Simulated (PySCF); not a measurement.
B(F)(Et)(vinyl) (C4H8BF), SMILES C=CB(F)CC.

The structure is a stationary point at PBE0-D3(BJ)/def2-SVP. The values are those of a single conformer.

Computed with TDA-PBE/def2-SVPD in PySCF.

Vertical excitations. The molecule is in vacuum.

Question: Estimate the UV-visible absorptions. (Estimate from the structure and the level; the computed values follow.)

Answer: 
| state | energy (eV) | λ (nm) | f | main pairs |
|---|---|---|---|---|
| S1 | 4.66 | 266 | 0.001 | HOMO→LUMO 99 % |
| S2 | 5.83 | 212 | 0.061 | HOMO−2→LUMO 75 %, HOMO−1→LUMO 23 % |
| S3 | 6.13 | 202 | 0.007 | HOMO−3→LUMO 95 % |
| S4 | 6.58 | 188 | 0.271 | HOMO−1→LUMO 53 %, HOMO−2→LUMO 21 %, HOMO−1→LUMO+3 9 % |
| S5 | 6.82 | 182 | 0.006 | HOMO−4→LUMO 88 % |
| S6 | 6.89 | 180 | 0.009 | HOMO→LUMO+1 94 % |
| S7 | 6.92 | 179 | 0.001 | HOMO−5→LUMO 89 % |
| S8 | 7.07 | 175 | 0.023 | HOMO−1→LUMO+1 96 % |
| S9 | 7.48 | 166 | 0.008 | HOMO→LUMO+2 98 % |
| S10 | 7.69 | 161 | 0.014 | HOMO−1→LUMO+2 75 %, HOMO→LUMO+3 15 % |
| T1 | 3.89 | 319 | 0 | HOMO−1→LUMO 96 % |
| T2 | 4.32 | 287 | 0 | HOMO→LUMO 98 % |
| T3 | 5.76 | 215 | 0 | HOMO−3→LUMO 80 %, HOMO−2→LUMO 17 % |
| T4 | 5.78 | 214 | 0 | HOMO−2→LUMO 82 %, HOMO−3→LUMO 16 % |
Triplets are in the Tamm–Dancoff approximation.
